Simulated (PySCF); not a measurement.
# FeOCl: from structure and modes to constants

All numbers come from UPBE0/[Fe def2-SVP, O def2-SVP, Cl def2-SVP], no relativity, density fitting, PySCF.

The sextet minimum has C∞v symmetry. Masses (u): Fe 55.93494, O 15.99492, Cl 34.96885.

```xyz
3
charge 0 multiplicity 6, angstrom
Fe    0.0000    0.0000   -0.4653
O     0.0000    0.0000   -2.0887
Cl    0.0000    0.0000    1.6995
```

Harmonic wavenumbers (cm⁻¹): 71.2 (π, ×2), 413.3 (σ+, ×1), 919.4 (σ+, ×1).

Task: Find the vibrational entropy and heat capacity at 298.15 K.

Result: With u = 1.43878 ω/T, each mode gives S = R[u/(eᵘ−1) − ln(1−e⁻ᵘ)] and C = R u² eᵘ/(eᵘ−1)².
| ω (cm⁻¹) | u | S (J/(mol K)) | C (J/(mol K)) |
| --- | --- | --- | --- |
| 71.2 (×2) | 0.344 | 17.24 | 8.23 |
| 413.3 | 1.994 | 3.83 | 6.03 |
| 919.4 | 4.437 | 0.54 | 1.98 |
The sums over all modes are S = 38.8 and C = 24.5 J/(mol K); the softest mode gives 44 % of the entropy (each member, where degenerate).

Task: Give the standard entropy (298.15 K, 1 bar) by its translational, rotational, vibrational and spin parts, and Cp.

Result: Sackur–Tetrode with M = 106.90 u gives 167.1; rotation with symmetry number 1 gives 72.5; vibration 38.8; spin R ln 6 = 14.9. The total is 293.4 J/(mol K), and Cp = 7/2 R + 24.5 = 53.6 J/(mol K).

This need not be the most stable arrangement of these atoms. Other spin states or occupations of the open shell can lie lower.
